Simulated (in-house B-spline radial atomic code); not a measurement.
Ionising the zirconium ion Zr⁵⁺ with different functionals

Computed with an all-electron radial atomic-structure program (B-spline basis): four-component Dirac-Coulomb Hamiltonian, Fermi nucleus of rms radius 4.2694 fm, spin-restricted, spherical fractional occupations for the functionals. The ionisation energy is the difference of two self-consistent energies, [Ar] 3d10 4s2 4p5 → [Ar] 3d10 4s2 4p4, without Breit or QED terms; ε is the level of the shell that loses the electron (mean over j). The electron is taken from both j subshells in proportion to 2j + 1, so the result is a j average, not the step between ground levels.

Hybrids are left out here: with spherical fractional occupations of an open shell their exact exchange keeps a self-interaction that integer-occupation calculations don't have.

| method | rung | ΔSCF (eV) | -ε(4p) (eV) |
| --- | --- | --- | --- |
| LDA VWN5 | LDA | 97.96 | 89.43 |
| relativistic LDA | LDA | 97.92 | 89.39 |
| LDA PW92 | LDA | 97.95 | 89.42 |
| LDA exchange-only | LDA | 96.19 | 87.67 |
| PBE | GGA | 97.76 | 89.26 |
| PBEsol | GGA | 97.77 | 89.26 |
| BLYP | GGA | 97.59 | 89.07 |
| RPBE | GGA | ? | ? |
| PW91 | GGA | 97.87 | 89.36 |
| BP86 | GGA | 97.88 | 89.37 |
| AM05 | GGA | ? | ? |
| OLYP | GGA | 98.02 | 89.52 |

(1) What does RPBE give?

(2) What does AM05 give?

(3) How do they compare with the NIST value?

## Answers

(1) ΔSCF 97.73 eV, and -ε(4p) = 89.23 eV.

(2) ΔSCF 97.77 eV, and -ε(4p) = 89.26 eV.

(3) NIST lists 96.38 eV ± 0.04 (semi-empirical, ground level to ground level). Errors run from -0.19 to +1.64 eV. The correlated functionals all miss on the same side by more than they spread, so the cause is common to them (Breit-QED terms, spin polarisation, the choice among j levels, multiplet and fine-structure energies, or a listed next ion that isn't the cheapest removal here) and closeness doesn't rank the functionals.
